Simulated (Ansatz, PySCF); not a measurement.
Torsion H3–O1–Sn2–H4 in H4OSn (SMILES [OH][SnH3]); at each angle all else is relaxed with GFN2-xTB, and the levels are single points there.
Geometry at 60° (charge 0, multiplicity 1):
| atom | x (Å) | y (Å) | z (Å) |
|---|---|---|---|
| O | 1.3078 | 0.1523 | 0.6076 |
| Sn | -0.5061 | -0.0070 | -0.0573 |
| H | 2.0265 | -0.0253 | 0.0053 |
| H | -0.7410 | -1.5708 | -0.5837 |
| H | -0.7098 | 1.0809 | -1.3034 |
| H | -1.3645 | 0.3701 | 1.2936 |
Energies count from the point at 60°.

Correlated levels freeze the cores. Filled d and f shells under p-block atoms count as core. CBS(a, b) extrapolates the correlation energy as X⁻³ and adds the Hartree–Fock energy of set b.

Run with Ansatz (Gaussian basis) for Hartree–Fock, density functionals and correlated methods; PySCF for the dispersion terms. Values without a source in brackets are computed. In def2 rows elements past Kr take small-core potentials, without spin–orbit coupling.

Energies in kcal/mol.

| dihedral (°) | PBE-D4/def2-TZVPP | r2SCAN-D3(BJ)/def2-TZVPP | B3LYP/def2-TZVPP | wB97M-V/def2-TZVPP | MP2/CBS(def2-TZVPP, def2-QZVPP) | CCSD(T)/def2-SVP |
|---|---|---|---|---|---|---|
| 0 | 0.11 | 0.13 | 0.09 | 0.09 | 0.07 | 0.16 |
| 20 | 0.08 | 0.09 | 0.07 | 0.06 | 0.05 | 0.12 |
| 40 | 0.03 | 0.03 | 0.02 | 0.02 | 0.02 | 0.04 |
| 60 | 0.00 | 0.00 | 0.00 | 0.00 | 0.00 | 0.00 |
| 80 | 0.03 | 0.03 | 0.03 | 0.02 | 0.02 | 0.04 |
| 100 | 0.08 | 0.09 | 0.07 | 0.07 | 0.05 | 0.12 |
| 120 | 0.11 | 0.12 | 0.09 | 0.09 | 0.06 | 0.15 |

Ansatz is a first-principles code.
